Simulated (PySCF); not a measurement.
# SbO and its ions

M06; Sb def2-TZVPPD with ECP28, O def2-TZVPPD; scalar-relativistic core potentials (PySCF 2.14). Neutral (UKS): doublet (π ↑), Re = 1.812 Å, ωe = 875 cm⁻¹, De = 4.59 eV, HOMO -5.40 eV, LUMO -3.62 eV.

SbO⁺ (UKS): singlet (closed shell), Re = 1.760 Å, ωe = 986 cm⁻¹, De = 5.49 eV to Sb⁺ + O. The energies at the minima are -315.50004 hartree for SbO and -315.21532 for SbO⁺.

Q: Work out the adiabatic ionisation energy, without and with harmonic zero-point energies (1 hartree = 27.2114 eV, 1 eV = 8065.5 cm⁻¹), and the change of the bond length.

A: At M06: 0.28472 hartree = 7.748 eV between the minima; the zero-point term (986.0 − 875.0)/2 cm⁻¹ = +0.007 eV makes it 7.755 eV. Re changes by -5.2 pm against the neutral. The electron leaves a π orbital; in so polar a molecule the change of length follows mostly from the change of the ionic charges.

Spin–orbit coupling is left out, which matters for elements this heavy, above all for dissociation energies. For an ion De counts to the pair picked by the measured ionisation energies or electron affinities, which need not be the lowest pair at this level. States were picked by a PBE0 search and need not be the measured ground states.
